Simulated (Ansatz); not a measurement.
CH8AlGaSi. The species carries charge 0 and has multiplicity 1. Correlated methods include outer-core shells of Ga, which these sets cover unevenly. Scalar relativity is left out up to krypton. The bonds changed during the relaxation, so this is another structure than the one it started from.

```xyz
12

Al    0.5330    1.0809    1.2314
C    -0.5349   -0.3982    0.4287
Si    0.5179   -1.5838   -0.5329
Ga   -1.2201    0.9714   -0.7535
H     2.0819    1.1387    0.8920
H    -0.1380    1.9500    2.3811
H    -1.2883   -0.9259    1.0155
H     1.2408   -0.8336   -1.6066
H     1.5478   -2.2541    0.3083
H    -0.2791   -2.6457   -1.2108
H    -2.3268    1.3236   -1.7778
H    -0.1341    2.1767   -0.3754
```

Q: Give the diagnostics of a CCSD(T)/def2-TZVPP run (frozen core, the Gaussian-basis code of Ansatz). (Estimate.)

A: Ansatz gave: T1 = 0.0131, largest single amplitude 0.014, largest double 0.016, (T) share of the correlation energy 3.8 %, 10 CCSD cycles. The RHF solution is stable towards an unrestricted one. T1 lies under the customary mark of 0.02 for closed shells.
